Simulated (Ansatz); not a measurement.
Basis sets compared for (Br2Ga-mu-SH)3 (Ga₃H₃S₃Br₆). Charge 0, multiplicity 1. Geometry r2SCAN-D4/def2-SVP. Ansatz on 2 threads of AMD EPYC 7R13 on a shared host and a share (18 GiB) of an NVIDIA H100 80GB HBM3; times are rough, and most runs start from earlier orbitals.

```
atom   x (Å)   y (Å)   z (Å)
 Ga1   1.140  -0.263  -1.685
 Br2   3.017   0.062  -0.372
 Br3   1.437  -0.965  -3.844
  S4   0.079   1.837  -1.670
 Ga5  -1.099   1.984   0.411
 Br6  -3.077   0.873   0.041
 Br7  -1.084   4.191   1.008
  S8   0.130   0.790   2.040
 Ga9  -0.242  -1.514   1.653
Br10  -2.239  -2.096   2.597
Br11   1.656  -2.654   2.264
 S12  -0.443  -1.734  -0.724
 H13  -1.025   1.453  -2.359
 H14   1.352   0.830   1.432
 H15   0.396  -2.797  -0.793
```

Single mean-field runs in def2-TZVP are fitted with def2-universal-jkfit.

Binding counts from free atoms (Ga doublet, Br doublet, S triplet, H doublet) in the same basis, without a counterpoise term.

```json
{"level": "HF/STO-3G", "functions": "192", "energy (Eh)": "-22152.5649", "HOMO (eV)": "-7.83", "LUMO (eV)": "5.48", "binding per atom (eV)": "–", "wall time": "20 s"}
{"level": "PBE-D4/def2-SVP", "functions": "357", "energy (Eh)": "-22409.7721", "HOMO (eV)": "-6.90", "LUMO (eV)": "-2.85", "binding per atom (eV)": "2.95", "wall time": "16 s"}
{"level": "PBE0-D4/def2-SVP", "functions": "357", "energy (Eh)": "-22410.5370", "HOMO (eV)": "-8.24", "LUMO (eV)": "-2.04", "binding per atom (eV)": "2.92", "wall time": "13 s"}
```

Estimate the rows for HF/def2-TZVP, PBE-D4/def2-TZVP, PBE0-D4/def2-TZVP (with forces).


| level | functions | energy (Eh) | HOMO (eV) | LUMO (eV) | binding per atom (eV) | wall time |
| --- | --- | --- | --- | --- | --- | --- |
| HF/def2-TZVP | 561 | -22399.1802 | -11.22 | 1.49 | 2.02 | 17 s |
| PBE-D4/def2-TZVP | 561 | -22412.7984 | -7.07 | -3.01 | 2.93 | 13 s |
| PBE0-D4/def2-TZVP (with forces) | 561 | -22413.5562 | -8.35 | -2.16 | 2.91 | 28 s |
